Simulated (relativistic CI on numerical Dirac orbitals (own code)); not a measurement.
**Cl II: sensitivity of the levels to the model**

Base calculation: Dirac-Coulomb-Breit CI, orbitals from a KLI potential per configuration, model QED (radiative potential, 1s self-energy scaled to tabulated hydrogen-like ionisation energies), valence Slater integrals scaled by 0.85, P86 correlation energy added to each configuration.

Configuration list (outside the closed core [Ne]): 3s²3p⁴, 3s3p⁵, 3s²3p³4s, 3s²3p³3d, 3s²3p³4p, 3s²3p³5s, 3s²3p³4d, 3p⁶, 3s3p⁴3d, 3s²3p³5p, 3s²3p³4f, 3s²3p³5d, 3s²3p³5f, 3s²3p²3d², 3s²3p3d²4s, 3s²3p3d³, 3s²3p3d²4p, 3s²3p3d²5s, 3s²3p3d²4d, 3s²3p²4s², 3s²3p3d4s², 3s²3p4s²4p, 3s²3p4s²5s, 3s²3p4s²4d, 3s²3p²3d4s, 3s²3p3d4s4p, 3s²3p3d4s5s, 3s²3p3d4s4d. Double excitations out of closed p, d and f shells are left out; levels of such configurations are missing from the list, as are those of other unlisted configurations, and high levels can miss mixing partners. These lack a partner that the ground configuration has and come out too high: 3s3p⁴3d, 3s²3p³5p, 3s²3p³4f, 3s²3p³5d, 3s²3p³5f.

Variants: (1) valence Slater integrals scaled by 0.75; (2) Slater integrals left unscaled; (3) only the first 3 configurations; (4) non-relativistic limit. Shifts of the energy above 3s²3p⁴ ³P2, in cm⁻¹, for the lowest level and the first level of each name with at least 55 % of one term (blank where a level changes its place among those of its configuration and J or its character, or is not in the variant):

```
        Level      Base     Δ(1)     Δ(2)      Δ(3)     Δ(4)  Measured
   3s²3p⁴ ³P2       0.0      0.0      0.0       0.0      0.0       0.0
   3s²3p⁴ ³P1     686.0     +5.1     -7.1     +17.8   -686.0     696.0
   3s²3p⁴ ³P0     980.6     +2.2     -4.5     +30.3   -980.6     996.5
   3s²3p⁴ ¹D2   11977.3  -1305.3  +1945.7    +273.2   -370.1   11653.6
   3s²3p⁴ ¹S0   25676.8  -2338.8  +3102.9   +4403.4   -430.4   27878.0
   3s3p⁵ ³P°2  103309.1  +2287.9  -3249.8  +15102.5  -1039.9   93367.6
   3s3p⁵ ³P°1  103943.4  +2285.5  -3246.3  +15125.1  -1674.1   93999.9
   3s3p⁵ ³P°0  104277.8  +2285.5  -3246.0  +15130.3  -2008.6   94333.8
3s²3p³4s ⁵S°2  114356.8   +493.1   -572.4   -6519.6    +60.7  107879.7
3s²3p³3d ⁵D°4  117918.0  +1152.1  -1511.3             -387.9  110296.8
3s²3p³3d ⁵D°3  117925.5  +1153.1  -1512.6             -395.4  110297.7
3s²3p³3d ⁵D°2  117933.0  +1153.9  -1513.8             -402.9  110300.6
3s²3p³3d ⁵D°1  117938.7  +1154.4  -1514.5             -408.6  110303.1
3s²3p³3d ⁵D°0  117941.7  +1154.7  -1514.9             -411.6  110304.5
```

Correlation outside the listed configurations is missing or only estimated: errors of thousands of cm⁻¹ between configurations and terms are usual at this charge. Rates and lifetimes follow the computed energies and can be off by large factors. The fine structure of a lone outer electron comes out too small, for d and f at times inverted, and misplaced configurations move strength between like terms. 73 of the 74 excited levels that our extract of the measured tables holds in this range could be paired (the sources list more); they are missed by 7065 cm⁻¹ on average and 12198 at most, and levels without a partner can miss by more.

Measured levels: NIST Handbook of Basic Atomic Spectroscopic Data (Sansonetti and Martin, J. Phys. Chem. Ref. Data 34, 1559 (2005)).

Ionisation energy from the two ground configurations alone: base 23.84 eV; valence Slater integrals scaled by 0.75 24.04 eV; Slater integrals left unscaled 23.56 eV. The NIST ASD value (measured) is 23.8136 eV.
